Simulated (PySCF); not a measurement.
Gas-phase reaction: 3 InF + Cl2 → InF3 + 2 InCl

Energies from PySCF, thermal terms from the rigid-rotor harmonic-oscillator model, ideal gas at 1 bar. † marks an energy on the PBE0/def2-TZVP geometry and frequencies. MP2 freezes the core. All species are closed-shell singlets. In: scalar-relativistic def2 core potential, no spin-orbit coupling. MP2 isn't extrapolated to the basis-set limit.

MP2/def2-SVP† gives ΔH°(298 K) = -316 kJ.

Task: What do M06-2X/def2-TZVP†, ωB97X-V/def2-TZVP†, r2SCAN/def2-TZVP† give?

Result: M06-2X/def2-TZVP†: -261 kJ; ωB97X-V/def2-TZVP†: -258 kJ; r2SCAN/def2-TZVP†: -256 kJ. For scale, ΔH°(298 K) is -316 kJ at this level, -246 kJ at ωB97M-V/def2-TZVP†, and runs from -316 to 70 kJ over the 18 levels computed.
